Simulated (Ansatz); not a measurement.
`N[Si](O)(O)[TeH]`, relaxed with RKS PBE0-D4/def2-TZVP in Ansatz from a PBE-D4/def2-SVP geometry. The force threshold is 0.005 eV/Å; the program also tests the step.

The species carries charge 0 and has multiplicity 1. Te: def2 effective core potential.

Start:

```xyz
10

N     0.620    1.134   -0.844
Si    0.007    0.002    0.306
O    -1.617    0.404    0.388
O     0.868    0.125    1.737
Te    0.278   -2.485   -0.079
H     1.585    1.039   -1.168
H     0.003    1.416   -1.611
H    -2.155   -0.309    0.777
H     1.050    1.053    1.979
H    -0.639   -2.379   -1.486
```

Question: By how much does the energy fall, and how many steps does the optimiser take? (Estimate.)

Answer: Computed: 0.09 eV, in 11 steps, 3 of them rejected.

Question: Which bonds change most? (Estimate.)

Answer: The calculation gave: Si2–O4 from 1.675 to 1.637 Å; Si2–O3 from 1.675 to 1.638 Å; Si2–Te5 from 2.531 to 2.501 Å; N1–Si2 from 1.726 to 1.699 Å.

Question: Give the relaxed structure. (An estimate is asked.)

Answer: Computed: 
```xyz
10

N     0.605    1.083   -0.860
Si    0.008    0.000    0.305
O    -1.576    0.405    0.399
O     0.854    0.132    1.701
Te    0.274   -2.457   -0.079
H     1.556    1.013   -1.181
H    -0.013    1.404   -1.588
H    -2.150   -0.254    0.794
H     1.020    1.027    2.007
H    -0.578   -2.352   -1.498
```
